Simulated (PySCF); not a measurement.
SrCl, SMILES [Cl][Sr+], charge +1. Heavy atoms are numbered as in [Sr+:1][Cl:2].

Geometry: r2SCAN-D4/def2-TZVPD. The multiplicity is an assumed one; other spin states were not compared. The def2 effective core potentials stand for the cores of Sr; spin–orbit coupling is left out.

Level of theory: M06-2X/def2-TZVPD in PySCF.

Mulliken values depend strongly on the basis, most of all with diffuse functions as here. ESP charges are fitted to the potential on shells at 1.4 to 2.0 van der Waals radii. Atomic charges (e), one atom of each kind:

```csv
atom,Mulliken,ESP fit
Sr1,1.70,1.49
Cl2,-0.70,-0.49
```
